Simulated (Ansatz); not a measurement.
Two isomers of C2H8OSi2: A = `O[SiH2]/C=C/[SiH3]`, B = `OC1C[SiH2][SiH2]1`.

Calculated with Ansatz (gas phase, PBE0-D4/def2-TZVP geometries, no zero-point term in ΔE). CBS: MP2 limit from def2 TZ/QZ plus the TZ coupled-cluster correction, frozen cores. DFT in def2-TZVPP. B3LYP here is the variant with VWN-RPA as its local correlation; programs differ in this. One conformer a species, not always the lowest.

**Question.** Which is lower in electronic energy at CCSD(T)/CBS, and by how much? (Estimate.)

**Answer.** Ansatz gave: A, by 152.8 kJ/mol.

**Question.** Give E(B) − E(A) in kJ/mol with B3LYP, BLYP-D4, B3LYP-D4, CCSD(T)/def2-TZVPP, ωB97M-V, PBE-D4, HF/def2-TZVPP. (Estimate.)

**Answer.** Computed: B3LYP 162.6, BLYP-D4 158.4, B3LYP-D4 157.8, CCSD(T)/def2-TZVPP 152.8, ωB97M-V 146.1, PBE-D4 114.3, HF/def2-TZVPP 198.3. None reverses the order clearly.

**Question.** Does the order hold for the free energy at 298.15 K (harmonic terms from PBE0-D4)? (An estimate is asked.)

**Answer.** The calculation gave: Yes: G(B) − G(A) = +169.9 kJ/mol, for one conformer each.

Largest T1 diagnostic: 0.012.

From BLYP to BHLYP (50 % exact exchange), in def2-TZVPP and without D4, E(B) − E(A) moves by +4.2 kJ/mol. Leaving LDA and LC-ωPBE aside and taking each functional with its dispersion term where it has one, the values, not all of them listed here, spread over 50.0 kJ/mol, from PBE-D4 to BHLYP-D4. LDA lies −26.5 kJ/mol from PBE without D4.
